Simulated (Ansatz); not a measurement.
Consider the ligand exchange at the In–N bond: `[NH2][In]([Cl])[Cl]` + H–F → `[F][In]([Cl])[Cl]` + NH₃.

Gas-phase electronic energies from Ansatz, PBE0-D4/def2-TZVP geometries. CCSD(T)/CBS adds triple-zeta CCSD(T) − MP2 to the extrapolated MP2 energy (def2 sets, frozen cores). This one scheme is used for every species. Functionals use def2-TZVPP. Elements past krypton have def2 core potentials. For In outer-core shells are correlated without core-valence functions, which leaves a few kJ/mol of doubt a bond. One conformer a species, not always the lowest.

(1) Is it downhill or uphill in electronic energy at CCSD(T)/CBS, and by how much? (Estimate.)

(2) What do these levels give: ωB97X-V, BLYP, HF/def2-SVP, HF/def2-TZVPP, SCS-MP2/def2-TZVPP, MP2/def2-QZVPP? (Best estimate.)

Largest T1 diagnostic among the species: 0.014.

Results:

(1) Ansatz gave: Downhill: ΔE = -28.2 kJ/mol.

(2) Ansatz gave: ωB97X-V -39.3, BLYP -47.4, HF/def2-SVP -51.2, HF/def2-TZVPP -46.9, SCS-MP2/def2-TZVPP -28.0, MP2/def2-QZVPP -23.0 kJ/mol.

From r2SCAN to r2SCAN0 (25 % exact exchange), in def2-TZVPP and without D4, ΔE moves by +4.8 kJ/mol. At CCSD(T), def2-SVP lies −15.3 kJ/mol from the extrapolated value and def2-TZVPP +1.1 kJ/mol.
